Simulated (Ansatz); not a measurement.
Abridged output of a molecular run in Ansatz:

```
Functional definition: HF
  name "HF"
  cite "Fock, Z. Phys. 61, 126 (1930) doi:10.1007/BF01340294"
  parent pbe
  exchange = exact_x
  correlation = 0
1073 factors; integrals over basis functions are off by at most 1.1e-3 eV
mean field evaluation 1: about -58468.9102 eV, gradient 4.3e1 eV
mean field evaluation 2: about -58468.9712 eV, gradient 4.3e1 eV
mean field evaluation 4: about -58473.1375 eV, gradient 3.5e0 eV
mean field evaluation 8: about -58473.1967 eV, gradient 3.3e-1 eV
mean field -58473.19731921 eV, -2148.8503669244 hartree, gradient 1.2e-6 eV, S^2 0.000000; 0 other end points of the search recorded, 0 dependent functions left out
13 core orbitals not correlated: weight in the atoms' cores, before any rotation towards them, 1.000 or more for the frozen orbitals, at most 0.000 for the correlated occupied ones
reference -58473.19731921 eV, -2148.8503669244 hartree; 18, 18 occupied and 77, 77 virtual orbitals, 1073 factors
second order -20.17449734 eV of doubles, -0.00000000 eV of singles
cycle   1  -20.14803211 eV  change    2.6e-2 eV  update   1.3e-1
cycle   2  -20.79204267 eV  change   -6.4e-1 eV  update   4.0e-2
cycle   3  -20.95215247 eV  change   -1.6e-1 eV  update   2.4e-2
cycle   4  -20.94058196 eV  change    1.2e-2 eV  update   7.0e-3
cycle   5  -20.93507503 eV  change    5.5e-3 eV  update   3.9e-3
cycle   6  -20.93616926 eV  change   -1.1e-3 eV  update   1.2e-3
cycle   7  -20.93607246 eV  change    9.7e-5 eV  update   5.4e-4
cycle   8  -20.93587404 eV  change    2.0e-4 eV  update   2.3e-4
cycle   9  -20.93590413 eV  change   -3.0e-5 eV  update   1.1e-4
cycle  10  -20.93597034 eV  change   -6.6e-5 eV  update   6.2e-5
cycle  11  -20.93592403 eV  change    4.6e-5 eV  update   3.1e-5
cycle  12  -20.93593029 eV  change   -6.3e-6 eV  update   1.7e-5
perturbative correction -0.54106773 eV, -0.0198838725 hartree
Total energy: -58494.67431724 eV, -2149.6396320443 hartree
```

Its atoms:

Z-matrix (Å, degrees):
```
Ga
B 1 2.087
O 1 1.795 2 118.3
H 1 1.563 2 129.8 3 179.6
B 2 1.655 1 122.6 3 92.4
H 2 1.200 1 115.9 3 -92.6
H 3 0.959 1 114.9 2 -1.6
F 5 1.330 2 124.2 1 -89.6
H 5 1.210 2 119.4 1 87.5
```

Question: Which basis set was used?
A. cc-pV(Q+d)Z
B. def2-SVP
C. def2-TZVPP
D. def2-SVPD

Answer: B. It gives 108 functions.

Question: Write the keys of the input that set method, charge and spin (a neutral closed shell needs none for the last two).

Answer: 
```yaml
correlation: {method: ccsd_t}
```
